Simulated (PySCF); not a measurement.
Two species compared at the same levels of theory.

First species: C7H6N2S.
Numbering: `[N:1]#[C:2][c:3]1[cH:4][cH:5][cH:6][c:7]([SH:8])[c:9]1[NH2:10]` (hydrogens: H11 on C4; H12 on C5; H13 on C6; H14 on S8; H15, H16 on N10)

Second species: C2H11NO3Si3.
Numbering: `[CH3:1][O:2][Si@@:3]1([OH:4])[O:5][CH2:6][SiH2:7][N:8]1[SiH3:9]` (hydrogens: H10, H11, H12 on C1; H13 on O4; H14, H15 on C6; H16, H17 on Si7; H18, H19, H20 on Si9)

Levels: PBE0/pcSseg-1 for HOMO energy, LUMO energy and HOMO–LUMO gap. Geometries: GFN2-xTB. All species are isolated and taken at one optimised geometry, non-relativistic unless stated; the electronic structure was computed with PySCF and density fitting.

The conformers computed, where there is a choice (atom-mapped SMILES and torsion angles):
- `[N:1]#[C:2][c:3]1[cH:4][cH:5][cH:6][c:7]([SH:8])[c:9]1[NH2:10]`: H–S8–C7–C6 -132°, H–N10–C9–C7 170°, H–N10–C9–C7 27°

The conformers of `CO[Si@@]1(O)OC[SiH2]N1[SiH3]` aren't listed.

Values for the first species:

```
HOMO energy   : -6.66 eV
LUMO energy   : -1.51 eV
HOMO–LUMO gap : 5.15 eV
```

**Question.** Estimate the same properties for the second species, and the change in each.

**Answer.** 
```csv
property,first,second,second less first
HOMO energy,-6.66 eV,-7.45 eV,-0.79 eV
LUMO energy,-1.51 eV,-0.10 eV,+1.41 eV
HOMO–LUMO gap,5.15 eV,7.35 eV,+2.20 eV
```

